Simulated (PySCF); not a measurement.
A GIAO shielding run with PySCF 2.14 (density fitting, non-relativistic, gas phase) on SMILES CCC[C@@]([SiH3])(C#N)C=O, C6H11NOSi:

```
$ OMP_NUM_THREADS=1 python probes_run.py task.json out

{"job": {"kind": "nmr", "xc": "PBE0", "basis": "pcSseg-1"}, "charge": 0, "multiplicity": 1}
C     -2.458414     1.036475     0.944718
C     -1.438353     0.729971    -0.144208
C     -0.249414    -0.053010     0.413742
C      0.789880    -0.368393    -0.669794
Si     2.207716    -1.482991     0.080929
C      0.222622    -1.100774    -1.758434
N     -0.224914    -1.700993    -2.624800
C      1.515766     0.840906    -1.147749
O      1.712912     1.827188    -0.490165
H     -2.002614     1.620670     1.741176
H     -3.288970     1.605370     0.534653
H     -2.849775     0.115857     1.372960
H     -1.078885     1.665326    -0.579222
H     -1.914624     0.151441    -0.940226
H      0.238652     0.541833     1.188702
H     -0.607442    -0.981782     0.865296
H      1.549873    -2.719142     0.495696
H      3.196871    -1.722951    -0.965594
H      2.753501    -0.736202     1.208748
H      1.920464     0.741879    -2.174286
```

Hardware: 1 thread of an Arm Neoverse V1, shared host. The job also computes population analyses, field gradients.

Question: How large is the calculation?

Answer: 76 electrons, 215 basis functions and 1130 auxiliary functions.

Question: How long does it take, and how much memory does it need?

Answer: 82 s of wall time, with 15 SCF cycles and 5 response iterations; peak memory 0.94 GiB. Times on a shared host scatter by some tens of per cent.
